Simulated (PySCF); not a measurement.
## Working out the ionisation energy of Ne²⁺

Ne²⁺ [He] 2s2 2p4 (3P) → Ne³⁺ [He] 2s2 2p3 (4S). Calculation: PySCF 2.14, in def2-SVP; no relativity, point nucleus. Frozen: 1s2. Energies in hartree (1 hartree = 27.21139 eV):

```csv
part,Ne²⁺ (lower),Ne³⁺ (upper)
UHF,-126.194974,-123.921540
CCSD correlation,-0.101978,-0.076311
(T),-0.000663,-0.000264
```

Question: What does Hartree-Fock give?

Answer: (-123.921540) − (-126.194974) = 2.273434 hartree = 61.863 eV.

Question: What do CCSD and CCSD(T) give?

Answer: The CCSD correlation energies differ by 0.025667 hartree = 0.698 eV and the triples by 0.000399 hartree = 0.011 eV, so CCSD gives 62.561 eV and CCSD(T) 62.572 eV.

Reference: 63.423 eV (measured; NIST Atomic Spectra Database, ionization energies), between the lowest levels; spin-orbit coupling is absent from the calculation.

A double-zeta basis recovers only part of the correlation energy.

What remains against the reference includes basis incompleteness, the frozen core and higher excitations.
